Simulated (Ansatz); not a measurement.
# From Al to In: the HOMO–LUMO gap

Gas-phase molecules, one atom swapped for its congeners: C2H10AlN3 `C[N](C)[Al]([NH2])[NH2]`; C2H10GaN3 `C[N](C)[Ga]([NH2])[NH2]`; C2H10InN3 `C[N](C)[In]([NH2])[NH2]`. All are singlets with charge 0.

Shapes, held fixed at every level: PBE0-D4/def2-TZVP. Programs: Ansatz 0.2.0. Values in eV.

Task: How should the HOMO–LUMO gap change along the series?

Result: At wB97M-V/def2-TZVPP the HOMO–LUMO gap falls at every step, from 9.95 to 9.00 eV. Every level shows the same order. For atoms past krypton def2 sets carry core potentials with scalar relativity. Relativity is left out for Ga. Orbital gaps aren't excitation energies, and the LUMO depends on the basis.

| level | C2H10AlN3 | C2H10GaN3 | C2H10InN3 |
| --- | --- | --- | --- |
| PBE-D4/def2-TZVPP | 4.09 | 3.90 | 2.96 |
| r2SCAN-D4/def2-TZVPP | 4.84 | 4.57 | 3.47 |
| BHLYP-D4/def2-TZVPP | 8.09 | 7.99 | 7.07 |
| r2SCAN0-D4/def2-TZVPP | 6.68 | 6.51 | 5.44 |
| wB97X-V/def2-TZVPP | 10.42 | 10.35 | 9.40 |
| wB97M-V/def2-TZVPP | 9.95 | 9.92 | 9.00 |
